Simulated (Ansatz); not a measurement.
# FGeH3Sn: structure from calculated spectroscopic constants

These gas-phase data were calculated for one isomer of FGeH3Sn at B3LYP-D3(BJ)/def2-SVP (harmonic, unscaled wavenumbers; equilibrium rotational constants with average atomic masses):

- rotational constants: 11.1, 1.136, 1.044 GHz
- all wavenumbers above 1500 cm⁻¹: 2067, 2050, 1682
- dipole moment: 2.85 D (PBE0/def2-TZVPD)

Candidates:

(1) `[F][GeH2][SnH]`, a singlet
(2) `[F][Sn][GeH3]`, a singlet

Task: Which structure fits?

Result: Candidate (1). The band at 1682 cm⁻¹ lies where the Sn–H stretch is expected; (2) has no mode between 1650 and 2000 cm⁻¹.

The same quantities for all candidates:

```tsv
	rotational constants (GHz)	wavenumbers above 1500 cm⁻¹	dipole (D)	E above the lowest, B3LYP-D3(BJ)/def2-SVP (kcal/mol)
(1)	11.1, 1.136, 1.044	2067, 2050, 1682	2.85	9.8
(2)	7.302, 1.33, 1.141	2088, 2087, 2072	2.98	0.0
```

Harmonic stretches to hydrogen usually lie a few per cent above observed fundamentals. Each candidate is one conformer. Atoms past krypton carry core potentials. Programs: Ansatz 0.2.0.
